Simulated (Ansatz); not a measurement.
Consider the redistribution: `C[O][Ge][SH]` + `CO[Si](F)(Cl)SC` → `C[O][Ge][S]C` + `CO[Si](F)(S)Cl`.

Calculated with Ansatz (gas phase, PBE0-D4/def2-TZVP geometries, no zero-point term in ΔE). CBS: MP2 limit from def2 TZ/QZ plus the TZ coupled-cluster correction, frozen cores. Functionals use def2-TZVPP. B3LYP here is the variant with VWN-RPA as its local correlation; programs differ in this. For Ge outer-core shells are correlated without core-valence functions, which leaves a few kJ/mol of doubt a bond. Scalar relativity is left out up to krypton. Each species was taken in one conformer, which may not be the lowest.

`C[O][Ge][SH]`:

Cartesian coordinates in Å:
```
C -0.067 -0.701 0.738
O -1.218 -0.261 0.068
Ge -1.433 0.927 -1.240
S 0.683 1.642 -1.637
H 0.648 -1.171 0.052
H 0.437 0.120 1.261
H -0.366 -1.445 1.481
H 1.316 0.890 -0.723
```

`CO[Si](F)(Cl)SC`:

```xyz
13

C     1.865   -0.535   -1.714
O     0.882    0.476   -1.574
Si   -0.379    0.445   -0.572
F    -1.308   -0.815   -0.859
Cl   -1.521    2.075   -0.973
S     0.278    0.368    1.419
C    -1.322    0.126    2.250
H     1.433   -1.435   -2.158
H     2.642   -0.150   -2.374
H     2.312   -0.791   -0.750
H    -1.800   -0.792    1.912
H    -1.977    0.980    2.079
H    -1.105    0.050    3.314
```

`C[O][Ge][S]C`:

```xyz
11

C    -1.601    1.410    0.445
O    -0.647    0.384    0.297
Ge   -0.733   -1.098    1.306
S     1.052   -2.139    0.475
C     1.764   -1.066   -0.800
H    -1.098    2.342    0.723
H    -2.351    1.184    1.214
H    -2.122    1.568   -0.504
H     1.756   -1.602   -1.748
H     2.793   -0.837   -0.523
H     1.187   -0.147   -0.885
```

`CO[Si](F)(S)Cl`:

```xyz
10

C    -1.103   -1.157    0.550
O    -0.981   -0.080   -0.360
Si    0.264    0.934   -0.478
F    -0.177    2.050   -1.503
S     1.965   -0.119   -1.145
Cl    0.652    1.881    1.286
H    -0.255   -1.842    0.469
H    -2.019   -1.694    0.305
H    -1.169   -0.788    1.577
H     2.824    0.814   -0.700
```

```json
{"level": "r2SCAN-D4", "ΔE (kJ/mol)": "-2.9", "difference from CCSD(T)/CBS": "-0.1"}
{"level": "PBE0-D4", "ΔE (kJ/mol)": "-1.8", "difference from CCSD(T)/CBS": "1.0"}
{"level": "B3LYP-D4", "ΔE (kJ/mol)": "0.1", "difference from CCSD(T)/CBS": "2.9"}
{"level": "PBE", "ΔE (kJ/mol)": "-3.3", "difference from CCSD(T)/CBS": "-0.5"}
{"level": "r2SCAN", "ΔE (kJ/mol)": "-3.4", "difference from CCSD(T)/CBS": "-0.6"}
{"level": "PBE0", "ΔE (kJ/mol)": "-3.3", "difference from CCSD(T)/CBS": "-0.5"}
{"level": "B3LYP", "ΔE (kJ/mol)": "-2.5", "difference from CCSD(T)/CBS": "0.3"}
{"level": "HF/def2-QZVPP", "ΔE (kJ/mol)": "-0.5", "difference from CCSD(T)/CBS": "2.3"}
{"level": "HF/CBS(def2)", "ΔE (kJ/mol)": "-0.4", "difference from CCSD(T)/CBS": "2.4"}
{"level": "CCSD/CBS(def2)", "ΔE (kJ/mol)": "-2.3", "difference from CCSD(T)/CBS": "0.5"}
{"level": "CCSD(T)/CBS", "ΔE (kJ/mol)": "-2.8", "difference from CCSD(T)/CBS": "0"}
```

Largest T1 diagnostic among the species: 0.015.
